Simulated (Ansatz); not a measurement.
**Worked example: C3H7Br + C3H6F2 → C4H10 + C2H3BrF2**

Species: C3H7Br (1-bromopropane) `CCCBr`, singlet; C3H6F2 `CC(F)CF`, singlet; C4H10 (butane) `CCCC`, singlet; C2H3BrF2 `FCC(F)Br`, singlet. The partners trade Br for CH3; both sit on C, so the bond types are kept.

Shapes, held fixed at every level: PBE0-D4/def2-TZVP. Flexible molecules stand in one conformer, not always the lowest. Programs: Ansatz 0.2.0. Electronic energies: no zero-point or thermal term.

At CCSD(T)/def2-TZVPP; 1 Eh = 2625.50 kJ/mol:

```
 species   energy (Eh)
  C3H7Br  -2691.026243
  C3H6F2   -317.187558
   C4H10   -158.155948
C2H3BrF2  -2850.047770
```

Problem. Work out ΔE of the reaction at this level.

Solution. 
1. Products less reactants: (-158.155948) + (-2850.047770) − [(-2691.026243) + (-317.187558)] = 0.010083 Eh = +26.5 kJ/mol.

Other levels give +21.8 (PBE-D4/def2-TZVPP) to +31.0 kJ/mol (HF/def2-TZVPP). No measured value is set beside it here. Relativity is left out for Br. Outer-core shells of Br are correlated, in sets that cover them unevenly.
